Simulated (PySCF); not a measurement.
**Ionisation energy of Zn by level of theory**

Zn [Ar] 3d10 4s2 (1S) → Zn⁺ [Ar] 3d10 4s1 (2S), as a difference of total energies. Calculation: PySCF 2.14, in aug-cc-pVDZ-PP with ECP10MDF; a scalar-relativistic core potential. Correlated levels: valence: 3s2 3p6 frozen. The calculations carry no spin-orbit coupling.

```json
{"method": "UHF", "ionisation energy (eV)": "7.873"}
{"method": "MN15", "ionisation energy (eV)": "9.466"}
{"method": "LDA", "ionisation energy (eV)": "10.060"}
{"method": "MP2 (valence)", "ionisation energy (eV)": "9.170"}
{"method": "SCS-MP2 (valence)", "ionisation energy (eV)": "9.181"}
```

Task: How much does correlation contribute at MP2 (valence)?

Result: 9.170 − (7.873) = 1.297 eV, measured against UHF.

Errors of the correlated levels include the incompleteness of this basis and the frozen core.

MP2 underrates the near-degeneracy of ns² with np² in the lower species.

For comparison: 9.394 eV (measured; NIST Atomic Spectra Database, ionization energies).
